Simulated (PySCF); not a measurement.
**Optical rotation: `COC1=C=CCCCCCC1`, C10H16O**

Geometry:
```json
{"atom": "C1", "x (Å)": "2.564", "y (Å)": "0.920", "z (Å)": "1.225"}
{"atom": "O2", "x (Å)": "1.715", "y (Å)": "0.785", "z (Å)": "2.333"}
{"atom": "C3", "x (Å)": "0.702", "y (Å)": "-0.109", "z (Å)": "2.207"}
{"atom": "C4", "x (Å)": "0.527", "y (Å)": "-0.891", "z (Å)": "1.154"}
{"atom": "C5", "x (Å)": "0.015", "y (Å)": "-1.380", "z (Å)": "0.047"}
{"atom": "C6", "x (Å)": "-1.013", "y (Å)": "-0.610", "z (Å)": "-0.757"}
{"atom": "C7", "x (Å)": "-1.668", "y (Å)": "0.519", "z (Å)": "0.036"}
{"atom": "C8", "x (Å)": "-2.478", "y (Å)": "-0.007", "z (Å)": "1.228"}
{"atom": "C9", "x (Å)": "-2.531", "y (Å)": "0.878", "z (Å)": "2.471"}
{"atom": "C10", "x (Å)": "-1.201", "y (Å)": "1.185", "z (Å)": "3.169"}
{"atom": "C11", "x (Å)": "-0.249", "y (Å)": "-0.011", "z (Å)": "3.365"}
{"atom": "H12", "x (Å)": "3.350", "y (Å)": "1.633", "z (Å)": "1.506"}
{"atom": "H13", "x (Å)": "2.020", "y (Å)": "1.299", "z (Å)": "0.342"}
{"atom": "H14", "x (Å)": "3.018", "y (Å)": "-0.050", "z (Å)": "0.954"}
{"atom": "H15", "x (Å)": "0.293", "y (Å)": "-2.379", "z (Å)": "-0.318"}
{"atom": "H16", "x (Å)": "-0.544", "y (Å)": "-0.218", "z (Å)": "-1.677"}
{"atom": "H17", "x (Å)": "-1.784", "y (Å)": "-1.322", "z (Å)": "-1.102"}
{"atom": "H18", "x (Å)": "-2.313", "y (Å)": "1.112", "z (Å)": "-0.632"}
{"atom": "H19", "x (Å)": "-0.880", "y (Å)": "1.207", "z (Å)": "0.383"}
{"atom": "H20", "x (Å)": "-3.512", "y (Å)": "-0.206", "z (Å)": "0.900"}
{"atom": "H21", "x (Å)": "-2.077", "y (Å)": "-0.991", "z (Å)": "1.523"}
{"atom": "H22", "x (Å)": "-3.020", "y (Å)": "1.837", "z (Å)": "2.228"}
{"atom": "H23", "x (Å)": "-3.197", "y (Å)": "0.382", "z (Å)": "3.199"}
{"atom": "H24", "x (Å)": "-1.433", "y (Å)": "1.628", "z (Å)": "4.152"}
{"atom": "H25", "x (Å)": "-0.648", "y (Å)": "1.969", "z (Å)": "2.626"}
{"atom": "H26", "x (Å)": "-0.807", "y (Å)": "-0.951", "z (Å)": "3.484"}
{"atom": "H27", "x (Å)": "0.350", "y (Å)": "0.135", "z (Å)": "4.278"}
```

The calculation used PySCF 2.14.0, TDDFT CAM-B3LYP/def2-SVP circular dichroism and optical rotation, one conformer, gas phase. Geometry: PBE0-D3(BJ)/def2-SVP.

States above about 7.4 eV (minus the energy of the highest occupied orbital) lie near or above the ionisation threshold and depend on the basis. No stereocentre is labelled: unless the shape is locked (an allene, a helicene, a hindered biaryl), the mirror image is equally populated and a measured rotation or CD is zero.

Task: What is the specific rotation at 633, 589.3, 546, 436, 405, 365, 355 nm?

Result: [α] in deg dm⁻¹ (g/mL)⁻¹:
```csv
λ (nm),origin-invariant length gauge,modified velocity gauge,length gauge (centre of mass),isotropic polarisability (au)
633,-350.5,-420.5,-346.3,111.1
589.3,-413.6,-496.1,-408.6,111.5
546,-495.6,-594.4,-489.8,112.1
436,-879.7,-1054.5,-869.5,114.3
405,-1083.3,-1298.5,-1070.9,115.3
365,-1495.2,-1793.0,-1478.6,117.1
355,-1642.9,-1970.7,-1624.9,117.7
```

Task: And for the mirror image at 589.3 nm?

Result: +413.6 deg dm⁻¹ (g/mL)⁻¹ (origin-invariant length gauge): the same size and the opposite sign.

Task: What is the molar rotation [Φ] = [α]·M/100 of the geometry above at 589.3 nm?

Result: With M = 152.24 g/mol, -629.6 deg cm² dmol⁻¹ (origin-invariant length gauge).

The first excitation lies at 4.84 eV (256 nm) with R = -16.3 × 10⁻⁴⁰ esu² cm² (velocity form).
